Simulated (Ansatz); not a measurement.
Geometry optimisation, RKS BHLYP/def2-SVP (Ansatz 0.2.0).

Input file:

```yaml
crystal:
  periodic: [false, false, false]
  atoms:
    - { symbol: O, position_ang: [0.4123, -1.7209, 1.2548] }
    - { symbol: C, position_ang: [0.0138, -1.17, 0.184] }
    - { symbol: Si, position_ang: [-0.012, 0.6922, -0.0037] }
    - { symbol: Cl, position_ang: [-0.5367, 1.2167, -1.882] }
    - { symbol: H, position_ang: [-0.3014, -1.7585, -0.7085] }
    - { symbol: H, position_ang: [-0.9181, 1.3822, 0.9466] }
    - { symbol: H, position_ang: [1.4034, 1.2903, 0.1631] }
basis:
  gaussian: { orbitals: def2-SVP }
hamiltonian:
  xc: { name: BHLYP }
relax:
  f_tol: 0.015
  max_steps: 40
output:
  orbitals: {}
```

Launched with:

```bash
$ ansatz run input.yaml --threads 1 --pin off --max-ram 2048MiB --backend cpu --events-out ev --progress --plain --runs-dir out
```

Question: Where does it end, and by what steps?

Answer: The run converged. After 6 steps the energy has fallen by 0.361 eV; O1 moved furthest, 0.11 Å.

```json
{"step": "0", "energy less start (eV)": "0.0000", "largest force component (eV/Å)": "4.585", "accepted": "yes"}
{"step": "1", "energy less start (eV)": "-0.2873", "largest force component (eV/Å)": "1.401", "accepted": "yes"}
{"step": "2", "energy less start (eV)": "-0.2441", "largest force component (eV/Å)": "1.527", "accepted": "no"}
{"step": "3", "energy less start (eV)": "-0.3388", "largest force component (eV/Å)": "0.689", "accepted": "yes"}
{"step": "4", "energy less start (eV)": "-0.3319", "largest force component (eV/Å)": "0.812", "accepted": "no"}
{"step": "5", "energy less start (eV)": "-0.3608", "largest force component (eV/Å)": "0.081", "accepted": "yes"}
{"step": "6", "energy less start (eV)": "-0.3610", "largest force component (eV/Å)": "0.008", "accepted": "yes"}
```

```xyz
7
Properties=species:S:1:pos:R:3
O 0.362 -1.635 1.220
C 0.029 -1.163 0.173
Si 0.032 0.747 -0.014
Cl -0.585 1.236 -1.925
H -0.277 -1.818 -0.675
H -0.902 1.321 0.971
H 1.403 1.244 0.204
```

Time of the run: 20 s on 1 thread of Arm Neoverse V2 (shared host), peak memory 0.15 GiB.
